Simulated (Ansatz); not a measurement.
Compare A (`F[Si]1(S)CC1`) with its isomer B (`FC1C[SiH2]S1`).

Computed with Ansatz on PBE0-D4/def2-TZVP structures; ΔE is electronic, products minus reactants. CCSD(T)/CBS adds triple-zeta CCSD(T) − MP2 to the extrapolated MP2 energy (def2 sets, frozen cores). DFT in def2-TZVPP. B3LYP here is the variant with VWN-RPA as its local correlation; programs differ in this. One conformer a species, not always the lowest.

(1) Which is lower in electronic energy at CCSD(T)/CBS, and by how much? (Estimate.)

(2) Give E(B) − E(A) in kcal/mol with B3LYP, CCSD/def2-TZVPP, MP2/def2-TZVPP, r2SCAN-D4, B3LYP-D4, HF/def2-TZVPP, PBE0-D4. (An estimate is asked.)

Largest T1 diagnostic: 0.012.

## Answers

(1) Ansatz gave: A, by 34.4 kcal/mol.

(2) Computed: B3LYP 34.2, CCSD/def2-TZVPP 34.6, MP2/def2-TZVPP 35.9, r2SCAN-D4 34.7, B3LYP-D4 33.6, HF/def2-TZVPP 33.5, PBE0-D4 32.1. None reverses the order clearly.
